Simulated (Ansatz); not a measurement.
`C[Si](C)(Cl)CCCCc1ccc(/N=N/c2ccccc2)cc1`, relaxed as a singlet with RKS PBE-D4/def2-SVP in Ansatz, starting from the GFN2-xTB geometry. Force threshold 0.03 eV/Å.

Single mean-field runs in def2-SVP are fitted with def2-universal-jkfit.

Start:

```csv
atom,x (Å),y (Å),z (Å)
C1,-2.828,-3.492,-4.032
Si2,-2.896,-2.594,-2.354
C3,-4.501,-3.037,-1.426
Cl4,-1.302,-3.199,-1.229
C5,-2.757,-0.706,-2.614
C6,-2.962,0.109,-1.338
C7,-2.993,1.617,-1.591
C8,-1.632,2.204,-1.989
C9,-0.591,1.973,-0.934
C10,0.511,1.157,-1.175
C11,1.466,0.947,-0.203
C12,1.319,1.534,1.059
N13,2.173,1.308,2.113
N14,3.371,0.999,1.848
C15,4.175,0.639,2.908
C16,5.549,0.867,2.780
C17,6.407,0.484,3.790
C18,5.917,-0.157,4.919
C19,4.558,-0.412,5.038
C20,3.687,-0.013,4.046
C21,0.200,2.335,1.315
C22,-0.725,2.564,0.322
H23,-1.922,-3.247,-4.579
H24,-3.673,-3.225,-4.659
H25,-2.845,-4.569,-3.898
H26,-5.376,-2.680,-1.960
H27,-4.516,-2.598,-0.433
H28,-4.605,-4.112,-1.307
H29,-1.775,-0.475,-3.030
H30,-3.491,-0.384,-3.355
H31,-2.170,-0.119,-0.623
H32,-3.912,-0.174,-0.880
H33,-3.338,2.116,-0.684
H34,-3.715,1.834,-2.382
H35,-1.757,3.279,-2.144
H36,-1.305,1.769,-2.934
H37,0.626,0.685,-2.141
H38,2.323,0.316,-0.383
H39,5.912,1.370,1.896
H40,7.466,0.682,3.702
H41,6.594,-0.463,5.703
H42,4.181,-0.920,5.913
H43,2.626,-0.204,4.113
H44,0.097,2.785,2.291
H45,-1.570,3.207,0.521
```

```tsv
step	energy (eV)	largest force component (eV/Å)	SCF passes
1	-42364.1388	1.386	22
2	-42364.5077	0.525	22
3	-42364.5511	0.221	21
4	-42364.5609	0.076	19
5	-42364.5726	0.107	18
6	-42364.5845	0.164	20
7	-42364.5904	0.228	20
8	-42364.6004	0.161	21
9	-42364.6123	0.092	20
10	-42364.6210	0.119	20
11	-42364.6249	0.179	20
13	-42364.6398	0.098	19
15	-42364.6482	0.151	20
17	-42364.6574	0.053	20
19	-42364.6623	0.158	20
21	-42364.6670	0.047	20
23	-42364.6694	0.091	20
25	-42364.6717	0.014	21
27 (rejected)	-42364.6711	0.139	20
29	-42364.6739	0.062	20
31	-42364.6747	0.018	21
33	-42364.6752	0.025	21
```

Force components are those of the run's own axes.

End:

```xyz
45

C    -2.276   -3.170   -4.306
Si   -2.493   -2.433   -2.589
C    -3.724   -3.415   -1.559
Cl   -0.623   -2.549   -1.607
C    -2.933   -0.597   -2.677
C    -3.164    0.078   -1.315
C    -3.274    1.609   -1.374
C    -1.972    2.341   -1.774
C    -0.845    2.115   -0.794
C     0.083    1.062   -0.978
C     1.081    0.802   -0.040
C     1.184    1.607    1.119
N     2.152    1.435    2.130
N     2.975    0.492    1.932
C     3.940    0.318    2.950
C     4.866   -0.728    2.746
C     5.862   -0.982    3.697
C     5.941   -0.192    4.857
C     5.017    0.852    5.064
C     4.021    1.111    4.120
C     0.269    2.665    1.310
C    -0.732    2.911    0.366
H    -1.520   -2.606   -4.889
H    -3.236   -3.140   -4.864
H    -1.946   -4.226   -4.245
H    -4.735   -3.369   -2.016
H    -3.791   -3.011   -0.529
H    -3.423   -4.479   -1.491
H    -2.101   -0.107   -3.230
H    -3.830   -0.483   -3.328
H    -2.345   -0.200   -0.616
H    -4.094   -0.327   -0.862
H    -3.595    1.985   -0.378
H    -4.077    1.898   -2.089
H    -2.188    3.427   -1.848
H    -1.655    2.016   -2.788
H     0.008    0.423   -1.871
H     1.796   -0.022   -0.170
H     4.773   -1.324    1.825
H     6.583   -1.799    3.534
H     6.722   -0.390    5.607
H     5.083    1.468    5.976
H     3.285    1.918    4.251
H     0.374    3.278    2.218
H    -1.442    3.738    0.524
```

By distances, no bond broke or formed. The bond that changes most is Si2–Cl4, from 2.04 to 2.12 Å (atoms count from 1).

The force fell under the threshold at step 25, but the optimiser went on and released 0.004 eV more. No frequencies were taken in this run, so the end may be a saddle point.

It took 81 s on 2 threads of AMD EPYC 7R13 on a shared host and a share (18 GiB) of an NVIDIA H100 80GB HBM3, peak host memory 0.91 GiB.
